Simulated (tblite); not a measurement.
Compound: C₄H₁₃BFN.
Atom-mapped SMILES: `[CH3:1][CH2:2][CH2:3][CH2:4][B@H-:5]([NH3+:6])[F:7]` (hydrogens: H8, H9, H10 on C1; H11, H12 on C2; H13, H14 on C3; H15, H16 on C4; H17 on B5; H18, H19, H20 on N6)

Computed with GFN2-xTB (tblite), gas phase: L-BFGS steps from a force-field or distance-geometry start until the largest atomic force falls under 0.01 eV/Å.

Step 28: E = -656.5143 eV
```
atom  x, y, z in Å  |  force x, y, z in eV/Å
C1     -3.1496    0.2783   -0.2626    0.081  -0.065  -0.002
C2     -1.8552   -0.4902   -0.5408    0.159  -0.005   0.059
C3     -0.6588    0.1666    0.1530    0.047   0.025   0.005
C4      0.6430   -0.6222   -0.0272   -0.079   0.035   0.062
B5      1.9602    0.0273    0.6886   -0.143   0.002  -0.023
N6      2.9934    0.5019   -0.5471    0.018  -0.022   0.025
F7      2.7408   -0.9377    1.3161    0.116  -0.056  -0.005
H8     -3.6268   -0.0778    0.6484    0.047   0.025  -0.013
H9     -3.8557    0.1676   -1.0834   -0.003   0.005   0.052
H10    -2.9234    1.3361   -0.1291   -0.100  -0.039  -0.104
H11    -1.9319   -1.5203   -0.1853   -0.121   0.012  -0.049
H12    -1.6611   -0.5337   -1.6181   -0.043   0.062   0.069
H13    -0.5436    1.1792   -0.2476    0.077  -0.024   0.044
H14    -0.8718    0.2586    1.2220    0.032   0.002  -0.089
H15     0.8008   -0.7842   -1.1033   -0.018   0.007   0.128
H16     0.4891   -1.6106    0.4130   -0.017  -0.016  -0.085
H17     1.8204    0.9744    1.3938   -0.078   0.048  -0.030
H18     3.2124   -0.3573   -1.0387    0.015  -0.037  -0.095
H19     3.8408    0.8724   -0.1339    0.077   0.042   0.072
H20     2.5718    1.1823   -1.1669   -0.066  -0.002  -0.019
```

Step 29: E = -656.5206 eV
```
atom  x, y, z in Å  |  force x, y, z in eV/Å
C1     -3.1399    0.2798   -0.2626    0.032  -0.026   0.016
C2     -1.8529   -0.4898   -0.5523    0.171  -0.027   0.048
C3     -0.6600    0.1585    0.1524    0.046   0.043   0.037
C4      0.6434   -0.6261   -0.0199   -0.101  -0.003   0.027
B5      1.9590    0.0269    0.6926   -0.168  -0.006  -0.024
N6      2.9844    0.5053   -0.5446    0.068  -0.002  -0.025
F7      2.7441   -0.9349    1.3192    0.125  -0.058  -0.009
H8     -3.5907   -0.0419    0.6746    0.060   0.005  -0.019
H9     -3.8708    0.1436   -1.0571   -0.001   0.003   0.038
H10    -2.9041    1.3389   -0.1717   -0.140   0.011  -0.097
H11    -1.9320   -1.5238   -0.2130   -0.121  -0.029  -0.032
H12    -1.6620   -0.5153   -1.6292   -0.024   0.049   0.020
H13    -0.5449    1.1759   -0.2354    0.087  -0.019   0.044
H14    -0.8822    0.2345    1.2192    0.025   0.044  -0.031
H15     0.8000   -0.7932   -1.0939    0.011  -0.004   0.078
H16     0.4857   -1.6117    0.4237    0.004  -0.043  -0.074
H17     1.8113    0.9707    1.3976   -0.063   0.082  -0.006
H18     3.2019   -0.3513   -1.0416    0.015  -0.054  -0.083
H19     3.8358    0.8771   -0.1410    0.091   0.027   0.110
H20     2.5687    1.1876   -1.1658   -0.117   0.008  -0.019
```

Q: Estimate the geometry and energy of step 30. (The exact step hangs on the optimiser's Hessian estimate; all steps are aligned on step 29, rigid shifts and turns removed.)

A: E = -656.5267 eV, largest force 0.188 eV/Å
```
atom  x, y, z in Å  |  force x, y, z in eV/Å
C1     -3.1303    0.2800   -0.2623   -0.009   0.024   0.017
C2     -1.8481   -0.4894   -0.5610    0.097  -0.033   0.017
C3     -0.6599    0.1524    0.1524    0.028   0.042   0.063
C4      0.6420   -0.6295   -0.0125   -0.070  -0.053  -0.008
B5      1.9549    0.0255    0.6965   -0.106  -0.013  -0.010
N6      2.9780    0.5080   -0.5431    0.090   0.015  -0.068
F7      2.7487   -0.9327    1.3214    0.090  -0.027  -0.023
H8     -3.5569   -0.0096    0.6959    0.065  -0.018  -0.006
H9     -3.8826    0.1226   -1.0319    0.001  -0.020   0.017
H10    -2.8908    1.3398   -0.2120   -0.157   0.068  -0.079
H11    -1.9338   -1.5268   -0.2381   -0.093  -0.062  -0.007
H12    -1.6629   -0.4975   -1.6373    0.009   0.033  -0.038
H13    -0.5436    1.1732   -0.2232    0.090   0.001   0.030
H14    -0.8903    0.2144    1.2158    0.009   0.083   0.063
H15     0.7985   -0.8016   -1.0833    0.041  -0.009  -0.005
H16     0.4815   -1.6136    0.4305    0.013  -0.080  -0.036
H17     1.8007    0.9687    1.3997   -0.044   0.088   0.008
H18     3.1935   -0.3462   -1.0466    0.018  -0.040  -0.047
H19     3.8324    0.8816   -0.1451    0.063  -0.005   0.114
H20     2.5639    1.1916   -1.1648   -0.134   0.006  -0.001
```

The energy changes by -0.0061 eV. The first-order estimate −F·Δx gives -0.0085 eV and the mean of the old and new forces, exact on a quadratic surface, -0.0061 eV. The step makes an angle of 79° with the force vector and moves no atom by more than 0.051 Å.

What follows is the cost of the whole relaxation. Time: 0.88 s of wall time. Hardware: an Arm Neoverse V1 with one thread, no GPU, shared host with 32 logical CPUs at a one-minute load of 28.
